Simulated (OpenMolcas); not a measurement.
**Ir⁺: effect of the active space**

- Program: OpenMolcas
- Method: CASSCF
- Basis: ANO-RCC-VQZP
- Scalar Hamiltonian: DKH2, point nucleus
- Spin-orbit coupling: state interaction with AMFI integrals over the reference wave functions, term energies averaged over their components

A. 8 electrons in 6 orbitals (5d 6s); 2S+1 = 5 even, 15 roots; 2S+1 = 3 even, 75 roots kept (CI in the orbitals of an earlier block); 2S+1 = 1 even, 49 roots kept (CI in the orbitals of an earlier block); cost about 60 core-seconds
B. 8 electrons in 11 orbitals (5d 6s 6d); 2S+1 = 5 even, 15 roots (10 in the spin-orbit step); 2S+1 = 3 even, 45 roots kept (CI in the orbitals of an earlier block); 2S+1 = 1 even, 14 roots kept (CI in the orbitals of an earlier block); cost about 6 core-minutes

Energies in cm⁻¹ above 5d⁷ 6s ⁵F₅, the measured ground level; measured values from NIST Handbook of Basic Atomic Spectroscopic Data.

```csv
Level,A,B,Measured
5d⁷ 6s ⁵F₅,0.0,0.0,0.0
5d⁷ 6s ⁵F₄,5168,5216,4788
5d⁷ 6s ⁵F₃,9113,8925,8187
5d⁷ 6s ⁵F₁ [63 %],11765,11448,11958
5d⁸ ³F₄,12343,4708,2263
5d⁷ 6s ⁵P₃,17297,16395,12715
5d⁸ ³F₃,20028,11740,9928
```

Deviations, from unrounded energies. A percentage is the sum of absolute deviations over the sum of measured energies, with the sign that they share, or ± where signs differ.

```json
{"Against measurement": "mean absolute deviation (cm-1)", "Levels": "6", "A": "4400", "B": "1600"}
{"Against measurement": "fine structure of the ground term (%)", "Levels": "3", "A": "±6.0", "B": "±6.7"}
{"Against measurement": "other terms of the ground configuration (%)", "Levels": "1", "A": "+36.0", "B": "+28.9"}
{"Against measurement": "other configurations (%)", "Levels": "2", "A": "+165.5", "B": "+34.9"}
```

B lies closest to measurement on these levels. The largest miss of B in the table is 5d⁷ 6s ⁵P₃, by +3700 cm-1. The ranking rests on the paired levels alone, and a cruder setting can come out closer through cancelling errors.

The spin-orbit steps hold different terms of 5d⁷ 6s (B lacks among others ¹D, ¹F, ¹G, ¹H, ¹P), which shifts levels as well.

Between A and B the level of the table that moves most is 5d⁸ ³F₃, by 8300 cm-1 (lowest in B, highest in A).

Without dynamic correlation excited terms often stand tens of per cent too high (terms of higher spin than the ground term too low), and those without a measured partner can miss by more than the paired ones. Terms from blocks run as CI alone lack orbitals of their own. Configurations are named by rounded mean occupations; where the s occupation lies near a half they are strongly mixed, a name can repeat and a true partner stay unpaired (holds for A). A single d shell beside an s shell can misplace configurations of different d count against each other (holds for A). Some high roots are left out of the spin-orbit mixing, which shifts the levels that they would mix with (holds for B). Active for correlation alone: 6d; no level in the range computed is led by a configuration that fills it, so any true level of that kind is missing (holds for B). No level of 5d⁶ 6s² was computed, though it lies in the active space (holds for B). Computed and measured levels are paired by configuration, term and J; levels that our copy of the source lacks, or whose pairing is in doubt (as where it misses far off the trend of its configuration), stay unpaired and out of the deviations. Only configurations of the active space appear. The table leaves out levels that lie high or whose names do not pair safely across all columns.

A share in square brackets marks a mixed level and gives the weight of the term that names it, the lowest over the columns.
